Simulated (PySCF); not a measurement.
**EPR parameters of C7H6NO**

C7H6NO (doublet state).
Bonds: N1–C2 (triple), C2–C3, C3–C4, C4–C5, C5–C6 (double), C6–C7, C7–O8 (double), C7–C9, C3–C9. Hydrogens: H10, H11 on C4; H12 on C5; H13 on C6; H14, H15 on C9.

The species is `N#C[C]1CC=CC(=O)C1` [radical].

Method used: UKS B3LYP, pcH-1 on C H N O, non-relativistic, mean-field spin-orbit, GIAO in PySCF. Geometry: GFN2-xTB, one conformer, isolated molecule. Couplings are sensitive to structure, and on GFN2-xTB geometries they can be far from those on DFT ones. The SCF solution wasn't tested for stability.

| Quantity | Value |
| --- | --- |
| g1, g2, g3 | 2.00220, 2.00329, 2.00370 |
| g_iso | 2.00306 |
| Form of g | rhombic: the two nearest values differ by 27 % of g3 − g1 |
| ⟨S²⟩ | 0.7639 (exact 0.7500) |
| α and β electrons | 32, 31 |
| HOMO–LUMO gap, α and β orbitals | 4.13, 4.12 eV |
| Total energy | -400.28136 Eh |

Isotropic coupling and dipolar principal values T1 to T3, in MHz; ρ(0) is the spin density at the nucleus:

| atom | isotope | a_iso | T1 | T2 | T3 | Mulliken spin population | ρ(0) (bohr⁻³) |
| --- | --- | --- | --- | --- | --- | --- | --- |
| N1 | 14N | 9.0 | -18.2 | -14.0 | 32.3 | 0.38 | 0.0277 |
| C2 | 13C | -57.9 | -18.8 | -2.0 | 20.8 | -0.20 | -0.0515 |
| C3 | 13C | 69.9 | -63.7 | -63.5 | 127.2 | 0.78 | 0.0621 |
| C4 | 13C | -25.0 | -1.5 | 0.3 | 1.2 | -0.06 | -0.0222 |
| C5 | 13C | 30.7 | -3.1 | -2.6 | 5.7 | 0.02 | 0.0273 |
| C6 | 13C | -0.5 | -2.0 | 0.3 | 1.7 | 0.00 | -0.0004 |
| C7 | 13C | 38.3 | -5.4 | -4.0 | 9.4 | 0.03 | 0.0341 |
| O8 | 17O | -2.6 | -13.9 | 4.6 | 9.3 | 0.03 | 0.0044 |
| C9 | 13C | -25.3 | -2.8 | -0.3 | 3.1 | -0.06 | -0.0225 |
| H10 | 1H | 6.6 | -3.7 | -2.7 | 6.4 | 0.00 | 0.0015 |
| H11 | 1H | 82.0 | -3.8 | -3.1 | 7.0 | 0.04 | 0.0183 |
| H12 | 1H | 6.5 | -2.0 | -1.5 | 3.4 | 0.00 | 0.0015 |
| H13 | 1H | 3.9 | -1.3 | -0.6 | 1.9 | 0.00 | 0.0009 |
| H14 | 1H | 95.9 | -4.0 | -2.8 | 6.9 | 0.05 | 0.0215 |
| H15 | 1H | 1.5 | -3.3 | -2.6 | 5.9 | 0.00 | 0.0003 |

Largest spin populations (Mulliken): C3 (+0.78), N1 (+0.38), C2 (-0.20) and C9 (-0.06). The angles at C3 add up to 359.6°, so it is planar.

Axes: g2 points within 3° of the C3–C9 bond.

Under fast tumbling the dipolar parts average out, and these isotropic splittings remain: 2 × 1H (H14/H15, I = 1/2, 3 lines) with 1.74 mT, 2 × 1H (H10/H11, I = 1/2, 3 lines) with 1.58 mT, 1 × 14N (N1, I = 1, 3 lines) with 0.32 mT, 1 × 1H (H12, I = 1/2, 2 lines) with 0.23 mT and 1 × 1H (H13, I = 1/2, 2 lines) with 0.14 mT.

Class means assume fast exchange of nuclei equivalent by connectivity; if that motion is slow, each nucleus keeps its own coupling. The 1H value of +48.7 MHz is a mean of couplings from 1.5 to 95.9 MHz in this one geometry, not an average over conformers. The 1H value of +44.3 MHz is a mean of couplings from 6.6 to 82.0 MHz in this one geometry, not an average over conformers.

The 13C coupling of C3 (69.9 MHz) shows only in satellite lines or after enrichment, since that isotope makes up about 1.07 % of natural carbon.

Examples of negative spin density at the nucleus (bohr⁻³): C2 (-0.0515), C9 (-0.0225) and C4 (-0.0222).
